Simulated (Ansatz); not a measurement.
CH₄Cl₂OSSn, SMILES `C[O][Sn]([SH])([Cl])[Cl]`. Charge 0, multiplicity 1. Sn: def2 effective core potential. The geometry is a stationary point of PBE0-D4/def2-TZVP. It is one conformer, not always the lowest.

```xyz
10

C    -0.725    0.370   -1.529
O     0.211   -0.334   -0.735
Sn    0.294   -0.045    1.180
S     2.008   -1.463    1.967
Cl   -1.775   -0.486    2.104
Cl    0.678    2.195    1.590
H    -1.758    0.147   -1.239
H    -0.581    0.048   -2.563
H    -0.571    1.454   -1.481
H     2.218   -1.886    0.705
```

(1) What is the dipole moment at ωB97M-V/def2-TZVPP? (Estimate.)

(2) And with PBE, r2SCAN, B3LYP? (Best estimate.)

(3) Give the Mulliken charges with ωB97M-V, PBE, r2SCAN in def2-TZVPP. (An estimate is asked.)

Results:

(1) Ansatz gave: 1.52 D, with components (0.43, -0.64, -1.31) D in this frame, pointing from negative to positive charge.

(2) The calculation gave: PBE 1.65 D, r2SCAN 1.69 D, B3LYP 1.59 D.

(3) The calculation gave: 
| atom | ωB97M-V | PBE | r2SCAN |
| --- | --- | --- | --- |
| C1 | -0.18 | -0.14 | 0.01 |
| O2 | -0.51 | -0.44 | -0.51 |
| Sn3 | 1.03 | 1.05 | 1.14 |
| S4 | -0.27 | -0.30 | -0.31 |
| Cl5 | -0.30 | -0.31 | -0.33 |
| Cl6 | -0.30 | -0.31 | -0.33 |
| H7 | 0.12 | 0.10 | 0.07 |
| H8 | 0.12 | 0.11 | 0.06 |
| H9 | 0.12 | 0.10 | 0.07 |
| H10 | 0.15 | 0.14 | 0.14 |

B3LYP here is the variant with VWN-RPA as its local correlation; programs differ in this.
